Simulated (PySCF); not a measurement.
LaOF, singlet: molecular constants

Computed with PySCF, PBE0, basis La def2-TZVP with ECP46, O def2-TZVP, F def2-TZVP (scalar-relativistic core potentials, no spin–orbit coupling, density fitting).

The structure is a minimum.

Z-matrix (Å, degrees; charge 0 multiplicity 1):
```
La
O  1 1.9254
F  1 2.1730 2 110.53
```

```json
{
 "Point group": "Cs",
 "Bond lengths": "La–F 2.173 Å, La–O 1.925 Å",
 "Bond angles": "F–La–O 110.5°",
 "Lowest empty level": "-1.94 eV",
 "Dipole moment": "7.83 D",
 "Principal quadrupole moments (Buckingham, traceless) about the centre of mass": "-18.63, 4.27, 14.35 D Å",
 "Rotational constants": "0.4638, 0.1644, 0.1214 cm⁻¹",
 "Heat capacity Cp at 298.15 K": "49.2 J/(mol K)",
 "Principal polarisabilities": "24.6, 33.2, 54.4 bohr³",
 "Zero-point energy": "8.7 kJ/mol",
 "Highest occupied level": "-6.56 eV",
 "Enthalpy at 298.15 K above 0 K": "12.37 kJ/mol",
 "Entropy at 298.15 K and 1 bar": "290.7 J/(mol K)",
 "Rotational symmetry number": "1"
}
```

Harmonic modes (masses in u: La 138.906, O 15.995, F 18.998):
| symmetry | ω (cm⁻¹) | IR (km/mol) | μ (u) | type |
| --- | --- | --- | --- | --- |
| a' | 161 | 23.5 | 18.92 | bend |
| a' | 494 | 155 | 21.44 | stretch |
| a' | 795 | 214 | 17.59 | stretch |

Charges (e):
```json
{"atom": "La1", "Mulliken": "1.18", "Löwdin": "0.92", "polar tensor": "1.93", "Mayer order to La1": "–"}
{"atom": "O2", "Mulliken": "-0.63", "Löwdin": "-0.50", "polar tensor": "-1.09", "Mayer order to La1": "2.06"}
{"atom": "F3", "Mulliken": "-0.55", "Löwdin": "-0.42", "polar tensor": "-0.83", "Mayer order to La1": "0.75"}
```

Mulliken populations on La1 (electrons outside its core potential): s 2.05, p 6.06, d 1.55, f 0.17.

Outer orbital energies (eV). occupied: -22.48, -19.20, -9.67, -9.53, -9.52, -7.15, -6.92, -6.56; empty: -1.94, -0.87, -0.73, 0.31.

Formally La is in oxidation state +3, with 0 electrons left for the f, d and s shells; the Mulliken f population is 0.17.

Stability towards spin polarisation was not tested. This need not be the most stable arrangement of these atoms.

The final relaxation and frequency run took 43 s on 2 threads of a shared Arm Neoverse V2 host, with 102 basis functions and 15 gradients; the process peaked at 1.3 GiB. Launch command: `OMP_NUM_THREADS=2 python axn.py task.json out`.
